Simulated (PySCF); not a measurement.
These are B3LYP-D3(BJ)/def2-TZVP (PySCF 2.14.0) values and carry that method's errors. Gas-phase values, no solvent. One relaxed conformer stands for a flexible species; it need not be the lowest. B3LYP has the VWN-RPA correlation part, as in Gaussian. 

Reference species (SMILES): `C/N=C\O` (N–C–O–H torsion 0°) (neutral, multiplicity 1).

The HOMO–LUMO gap is 7.48 eV.

Changed species: `[H]/N=C(/C)O` (N–C–O–H torsion 0°).

Q: Give the shifts of the HOMO–LUMO gap.

A: the HOMO–LUMO gap increases by 0.46 eV, to 7.94 eV.
